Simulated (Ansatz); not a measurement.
`[F][Ti]([F])([F])[SH]`. Charge 0, multiplicity 1. Correlated methods include outer-core shells of Ti, which these sets cover unevenly. Scalar relativity is left out up to krypton.

Z-matrix (Å, degrees):
```
Ti
F 1 1.738
F 1 1.744 2 112.1
F 1 1.744 2 112.2 3 121.4
S 1 2.273 2 105.7 3 -119.3
H 5 1.349 1 90.7 2 -179.6
```

Task: Give the diagnostics of a CCSD(T)/def2-TZVPP run (frozen core, the Gaussian-basis code of Ansatz). (Best estimate.)

Result: Ansatz gave: T1 = 0.0245, largest single amplitude 0.055, largest double 0.034, (T) share of the correlation energy 4.5 %, 15 CCSD cycles. The RHF solution is stable towards an unrestricted one. T1 lies over the customary mark of 0.02 for closed shells; compounds of d metals often pass it without a breakdown.
